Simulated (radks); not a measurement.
Results of a calculation; reference values are marked as such.
Polarisability of neutral promethium, [Xe] 4f5 6s2, at imaginary frequency. Code: a radial shooting solver on a logarithmic mesh with Libxc functionals. Model: scalar-relativistic Kohn-Sham, LB94 model potential, spin-unpolarised, spherical densities, finite nucleus; Fermi nuclear charge, rms radius 4.962 fm. Response by self-consistent Sternheimer equations with the Hartree and adiabatic LDA kernel, the relativistic mass of each level held fixed and spin-orbit coupling left out.

w (hartree),alpha1(iw) (bohr^3)
0.00266,141.6
0.0143,139.9
0.0360,131.2
0.0697,109.5
0.118,78.24
0.186,49.36
0.280,29.65
0.413,18.03
0.605,11.32
0.892,7.168
1.35,4.329
2.12,2.362
3.59,1.112
6.94,0.4121
17.5,0.09121

Static values: alpha1 = 141.7 bohr^3 (20.99 angstrom^3; uncoupled 261.5). C6 = 2078, triple-dipole C9 = 210700 atomic units. One-pole (London) frequency 4 C6 / (3 alpha1^2) = 0.138 hartree, against 0.234 for minus the highest occupied eigenvalue. Recommended static value: 200 bohr^3 (Schwerdtfeger and Nagle, 2023 table).

Beside tabulated values, note that spin-unpolarised runs miss the spin-polarisation part of the exchange energy of open shells.
